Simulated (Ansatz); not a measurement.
`[NH2][Mo]([F])(=[S])=[S]` + HCl → `[F][Mo](=[S])(=[S])[Cl]` + NH₃ at 700 K and 1 bar (ligand exchange at a Mo–N bond).

Computed with Ansatz on PBE0-D4/def2-TZVP structures; ΔE is electronic, products minus reactants. CCSD(T)/CBS is the MP2 limit (def2-TZVPP, def2-QZVPP) plus CCSD(T) − MP2 in def2-TZVPP, frozen cores. This one scheme is used for every species. def2 core potentials past Kr. For Mo outer-core shells are correlated without core-valence functions, which leaves a few kJ/mol of doubt a bond. Each species was taken in one conformer, which may not be the lowest.

```csv
species,CCSD(T)/CBS energy (Eh),H − E (kJ/mol),S (J/(mol·K))
`[NH2][Mo]([F])(=[S])=[S]`,-1019.53735,152.0,452.9
HCl,-460.38127,38.4,211.8
`[F][Mo](=[S])(=[S])[Cl]`,-1423.42718,78.8,438.8
NH₃,-56.50880,116.9,226.5
```

H − E and S are ideal-gas, rigid-rotor, harmonic terms from PBE0-D4/def2-TZVP, for one conformer and one mirror image of each species. 1 Eh = 2625.50 kJ/mol, R = 8.31446 J/(mol·K).

Task: By hand: ΔE, ΔH, ΔS and ΔG.

Result: ΔE = (-1423.42718) + (-56.50880) − (-1019.53735) − (-460.38127) = -0.01736 Eh = -45.6 kJ/mol. Δ(H − E) = 78.8 + 116.9 − 152.0 − 38.4 = 5.3, so ΔH = -40.3 kJ/mol. ΔS = 438.8 + 226.5 − 452.9 − 211.8 = 0.6 J/(mol·K). ΔG = -40.3 − 700 × (0.6)/1000 = -40.7 kJ/mol.

Task: By hand: the equilibrium constant, and the temperature at which ΔG would vanish if ΔH and ΔS stayed fixed.

Result: log₁₀ K = −ΔG/(RT ln 10) = 3.0. ΔH and −TΔS have one sign here, so there is no such temperature.

The number of gas molecules stays the same, so ΔS is small and ΔH decides. A doubt of 5 kJ/mol in ΔE shifts log₁₀ K by 0.4 here. Other conformers and mirror images would add mixing entropy, several J/(mol·K) or more a flexible species. These are equilibria of isolated gas molecules and say nothing of rates. Largest T1 diagnostic: 0.024 (customary marks: 0.02 for closed shells, 0.045 for open ones).

ΔS is within the doubt of such terms, so its sign, and with it that verdict, could turn.
